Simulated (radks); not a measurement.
Results of a calculation; reference values are marked as such.
Problem. Ionisation of the palladium ion Pd3+, [Kr] 4d7, to [Kr] 4d6 as the strength of local exchange is varied. Code: a radial shooting solver on a logarithmic mesh with Libxc functionals. Model: Dirac Kohn-Sham, Slater X-alpha exchange (alpha = 2/3 is LDA exchange), no correlation, spin-unpolarised, spherical densities, point nucleus; open shells fill j = l - 1/2 first.

| alpha | E(Pd3+) (hartree) | exchange (hartree) | IE (eV) | -e of the level emptied (eV) | <r> of it (bohr) |
|---|---|---|---|---|---|
| 0.667 | -5035.68938 | -133.84800 | 47.571 | 39.936 (4d5/2) | 1.320 |
| 0.744 | -5051.16371 | -149.73654 | 49.382 | 41.638 (4d5/2) | 1.302 |
| 0.889 | -5080.42632 | -179.90089 | 52.905 | 44.962 (4d5/2) | 1.269 |
| 0.996 | -5102.12274 | -202.36446 | 55.598 | 47.514 (4d5/2) | 1.246 |
| ? | -5090.75674 | -190.58620 | 54.179 | 46.168 (4d5/2) | 1.257 |

Which alpha was used in the last row?

Solution. alpha = 0.94. NIST Atomic Spectra Database: 46 +/- 1.7 eV (theoretical). The central value is not met in this range of alpha. Spin polarisation and multiplet splitting are left out, so open shells lie too high by an amount that depends on their filling.

Beside tabulated values, note that spin-unpolarised runs miss the spin-polarisation part of the exchange energy of open shells.
